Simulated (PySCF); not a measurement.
## Simulated absorption spectrum

Species: C3Si (singlet state).
SMILES with atom numbers: `[C:1]1[C:2]2[C:3][Si:4]12`

Computed, not measured: TDDFT CAM-B3LYP/def2-SVPD, vertical, gas phase, core orbitals frozen in the response in PySCF 2.14.0, density-fitted response routines. Geometry: PBE0-D3(BJ)/def2-SVP; no solvent, vibrations or thermal averaging.

Broadening: Gaussians 0.5 eV wide at half height, area fixed by f = 4.319×10⁻⁹ ∫ε dν̃. The width is an assumption, not a result. The curve ends short of the highest state used, and states not computed would add to its high-energy end.

E (eV), ε (L mol⁻¹ cm⁻¹) and a bar:
```
     0.57          0 
     0.75          4 
     0.92         24 
     1.09         78 #
     1.26        136 ##
     1.43        125 ##
     1.61         57 #
     1.78         14 
     1.95          2 
     2.12          0 
     2.29          0 
     2.47          0 
     2.64          0 
     2.81          0 
     2.98          0 
     3.15          0 
     3.33          5 
     3.50         42 #
     3.67        175 ##
     3.84        380 #####
     4.02        433 #####
     4.19        294 ####
     4.36        398 #####
     4.53       1223 ###############
     4.70       2402 #############################
     4.88       2466 ##############################
     5.05       1309 ################
     5.22        372 #####
     5.39         67 #
     5.56         52 #
```

Problem. Where are the band maxima, and which computed states make them?

Solution. 938 nm (1.32 eV), ε about 140, made up of S1 (100%); 313 nm (3.96 eV), ε about 450, made up of S4 (100%); 258 nm (4.80 eV), ε about 2700, made up of S5 (100%) (ε in L mol⁻¹ cm⁻¹; maxima over ε = 5, shares over 10%). At its high-energy end, 5.56 eV, the curve is still rising (ε about 52, from S7, S9 and S10). The states used: S1 1.32 eV (f 0.0026); S2 2.97 eV (f 0.0000); S3 3.36 eV (f 0.0000); S4 3.96 eV (f 0.0083); S5 4.80 eV (f 0.049); S6 4.80 eV (f 0.0001); S7 5.39 eV (f 0.0002); S8 5.42 eV (f 0.0000); S9 6.12 eV (f 0.017); S10 6.16 eV (f 0.013).

Problem. What would ε be at 4.80 eV, the highest of these maxima, with half the width (0.25 eV)?

Solution. About 5320 L mol⁻¹ cm⁻¹ against 2660, a factor of about 2.00; a lone state at its own centre would give exactly 2.

Problem. On this curve, what absorbance would a 10⁻⁵ mol/L sample give at 355 nm over a 1 cm path?

Solution. 355 nm is 3.493 eV, where ε is about 39 L mol⁻¹ cm⁻¹, so A = ε c l ≈ 0.00039 (Beer–Lambert, with the gas-phase spectrum and the assumed width).

Problem. Coming from long wavelengths, where does ε first pass 100 L mol⁻¹ cm⁻¹?

Solution. At about 1082 nm (1.15 eV), 0.18 eV below S1.

All these states lie below the vertical ionisation energy of 9.55 eV (ΔSCF).

Time: 7.3 s wall; peak memory 0.40 GiB. Hardware: one thread, AMD EPYC 7R43 (x86_64), on a shared host.
